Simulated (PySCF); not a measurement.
A calculated (UHF, PySCF 2.14, aug-cc-pVDZ-DK, the spin-free X2C one-electron Hamiltonian (Gaussian nucleus)) atom or ion has these occupied shells.

| shell | electrons | orbital energy (eV) | rms radius, mean of both spins (bohr) |
| --- | --- | --- | --- |
| 1s α | 1 | -426.89 | 0.265 |
| 1s β | 1 | -424.39 | 0.265 |
| 2s α | 1 | -31.731 | 1.48 |
| 2s β | 1 | -19.905 | 1.48 |
| 2p α | 3 | -15.517 | 1.59 |

Problem. Name the element and its charge.

Solution. N (nitrogen, neutral), in [He] 2s2 2p3, high-spin 4S determinant.
